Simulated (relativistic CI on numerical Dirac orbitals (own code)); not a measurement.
**Ni+ in a cubic cluster: 2p photoemission with charge transfer**

Computed with a charge-transfer multiplet model of a cubic metal-ligand cluster with up to one ligand hole, Slater and spin-orbit integrals from Dirac-Coulomb-Breit ions, Slater integrals scaled by 0.8. The ground state mixes d9 with configurations of k ligand holes L, whose averages lie at kΔ + k(k − 1)U_dd/2; a core hole lowers each added d electron by U_cd. 300 K, Lorentzian 0.6 eV and Gaussian 0.8 eV FWHM.

Atomic integrals in eV (Slater integrals scaled, ζ unscaled), ground: F2dd 9.736, F4dd 6.042, zeta_d 0.072; with the core hole: F2dd 9.736, F4dd 6.042, zeta_d 0.103, zeta_core 11.413, F2cd 6.198, G1cd 4.674, G3cd 2.657.

Cluster parameters (eV): Δ = 3.5, U_dd = 6.1, 10Dq = 0.9, 10Dq(ligand) = 1.5, V(eg) = 1.3, V(t2g) = -0.61, final-state hopping factor = 0.8.

| Case | n_d | d9 | d10L | S |
| --- | --- | --- | --- | --- |
| U_cd = 5.4 eV | 9.11 | 0.89 | 0.11 | 0.50 |
| U_cd = 6 eV | 9.11 | 0.89 | 0.11 | 0.50 |
| U_cd = 6.6 eV | 9.11 | 0.89 | 0.11 | 0.50 |
| U_cd = 7.2 eV | 9.11 | 0.89 | 0.11 | 0.50 |
| U_cd = 8.4 eV | 9.11 | 0.89 | 0.11 | 0.50 |

Weights, n_d and S are thermal averages at 300 K. Binding energies count from the first peak over 30 % of the highest in each spectrum, which can be another peak from case to case. The parameters are a model scan and need not match a compound or its usual spin state. Peaks in eV (height, largest 100):
- U_cd = 5.4 eV: 0.0 (100), 2.5 (61), 4.5 (42), 17.2 (46), 20.7 (41)
- U_cd = 6 eV: 0.0 (100), 2.9 (84), 4.9 (50), 17.2 (47), 21.2 (50)
- U_cd = 6.6 eV: 0.0 (94), 3.3 (100), 5.4 (55), 17.1 (44), 20.8 (42), 21.7 (56)
- U_cd = 7.2 eV: 0.0 (78), 3.8 (100), 6.0 (52), 17.2 (37), 21.3 (41), 22.2 (53)
- U_cd = 8.4 eV: 0.0 (60), 4.8 (100), 7.1 (49), 17.1 (29), 22.3 (40), 23.3 (51)

Curve for U_cd = 8.4 eV (points under 2 left out, the grid thinned):

(E (eV), Intensity): (-2.4, 2.0), (-1.9, 3.1), (-1.4, 5.8), (-0.9, 15.4), (-0.3, 50.4), (0.2, 54.5), (0.7, 23.3), (1.2, 8.8), (1.7, 5.3), (2.2, 4.7), (2.7, 5.4), (3.2, 8.0), (3.8, 20.7), (4.3, 59.9), (4.8, 100.0), (5.3, 72.5), (5.8, 40.8), (6.3, 35.5), (6.8, 45.7), (7.4, 42.1), (7.9, 21.5), (8.4, 8.9), (8.9, 4.4), (9.4, 2.7), (15.4, 2.1), (15.9, 4.0), (16.5, 13.9), (17.0, 28.4), (17.5, 21.5), (18.0, 7.9), (18.5, 3.4), (19.0, 2.3), (19.5, 2.1), (20.1, 2.6), (20.6, 3.8), (21.1, 7.6), (21.6, 20.9), (22.1, 39.1), (22.6, 38.5), (23.1, 47.9), (23.6, 43.8), (24.2, 17.1), (24.7, 7.9), (25.2, 3.9), (25.7, 2.2)

For the case U_cd = 7.2 eV, Δ = 3.5 eV is smaller than U_dd = 6.1 eV, the charge-transfer side of the Zaanen-Sawatzky-Allen scheme. With the core hole the configuration with one ligand hole lies at Δ − U_cd = -1.9, -2.5, -3.1, -3.7, -4.9 eV from the one without, in the order of the table; where this is negative the screened configuration lies lower.
